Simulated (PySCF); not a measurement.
An unknown gives this computed stick spectrum. Method used: TDDFT PBE0/def2-SVPD, vertical, gas phase, core orbitals frozen in the response in PySCF. Geometries: GFN2-xTB, one conformer each.

```json
{"state": "S1", "λ (nm)": "265.8", "f": "0.0000"}
{"state": "S2", "λ (nm)": "223.1", "f": "0.115"}
{"state": "S3", "λ (nm)": "188.6", "f": "0.468"}
{"state": "S4", "λ (nm)": "187.5", "f": "0.0060"}
{"state": "S5", "λ (nm)": "180.8", "f": "0.011"}
{"state": "S6", "λ (nm)": "167.2", "f": "0.0083"}
```

Question: Which structure fits? All have the formula C6H11NO.
A. `C=C[C@H](C)CNC=O`
B. `C=NC(=O)CCCC`
C. `C=CC(=O)NC(C)C`

Answer: C. Its S1 lies at 4.66 eV; the nearest of the others has S1 at 4.41 eV. S1 is HOMO-1→LUMO (96%). Löwdin shares by element: HOMO (one of a set within 0.03 eV) nitrogen 42%, oxygen 27%, carbon 14% or more (atoms not listed hold the other 17%); LUMO carbon 68% or more, oxygen 9% (atoms not listed hold the other 22%). At the same level the other candidates give, for their lowest levels:
- `C=C[C@H](C)CNC=O`: 213 nm (f 0.001); 195 nm (f 0.036); 188 nm (f 0.002); 179 nm (f 0.002); 177 nm (f 0.031); T1 4.50 eV; HOMO -7.44, LUMO -0.12 eV
- `C=NC(=O)CCCC`: 281 nm (f 0.001); 237 nm (f 0.008); 223 nm (f 0.004); 181 nm (f 0.049); 175 nm (f 0.000); T1 3.86 eV; HOMO -7.40, LUMO -1.21 eV

Conformer computed: `[CH2:1]=[CH:2][C:3](=[O:4])[NH:5][CH:6]([CH3:7])[CH3:8]`: C1–C2–C3–O4 0°, C2–C3–N5–C6 -179°, C3–N5–C6–C7 118°.
Triplets come from the Tamm–Dancoff approximation.
